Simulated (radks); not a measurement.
Results of a calculation; reference values are marked as such.
Question: Excited configurations of Sr IV: one electron is placed in a higher orbital outside [Ar] 3d10 4s2 4p4. The ground configuration is [Ar] 3d10 4s2 4p5. Level of theory: scalar-relativistic Kohn-Sham, PBE, spin-polarised, spherical densities, point nucleus; open shells are filled with parallel spins first (spin-orbit coupling, left out, can overturn this in heavy ions) (a radial shooting solver on a logarithmic mesh with Libxc functionals). Excitation = E - E(ground); binding = E(ion) - E, where the ion is the core of charge +4; n* = 4/sqrt(2 binding) in atomic units, and the quantum defect is n - n*.

| outer orbital | excitation (eV) | binding (eV) | n* | quantum defect | eigenvalue (eV) | <r> (bohr) |
|---|---|---|---|---|---|---|
| 4d | 23.956 | 32.397 | 2.592 | 1.408 | -27.023 | 1.998 |
| 5p | 33.137 | 23.216 | 3.062 | 1.938 | -20.431 | 3.448 |
| 5f | 46.178 | 10.175 | 4.625 | 0.375 | -8.814 | 6.661 |
| 6s | 40.828 | 15.525 | 3.745 | 2.255 | -13.921 | 5.455 |
| 6p | 42.929 | 13.425 | 4.027 | 1.973 | -11.979 | 6.090 |
| 6f | 49.270 | 7.084 | 5.544 | 0.456 | -6.279 | 10.34 |
| 7s | 46.533 | 9.820 | 4.708 | 2.292 | -8.870 | 8.584 |
| 7p | 47.605 | 8.748 | 4.988 | 2.012 | -7.880 | 9.424 |
| 7d | 49.330 | 7.023 | 5.568 | 1.432 | -6.300 | 11.32 |
| 7f | 51.162 | 5.192 | 6.475 | 0.525 | -4.657 | 14.73 |

Estimate the row for 6d.

Answer: excitation (eV) 46.153; binding (eV) 10.200; n* 4.620; quantum defect 1.380; eigenvalue (eV) -9.034; <r> (bohr) 7.575. The Delta-SCF ionisation energy is 56.353 eV (NIST Atomic Spectra Database: 56.280 eV, semi-empirical). Self-interaction in the functional shifts the binding energies and quantum defects, so they are the method's values and not measured ones. Open shells are spherical and high-spin; term and fine-structure splittings are not resolved.
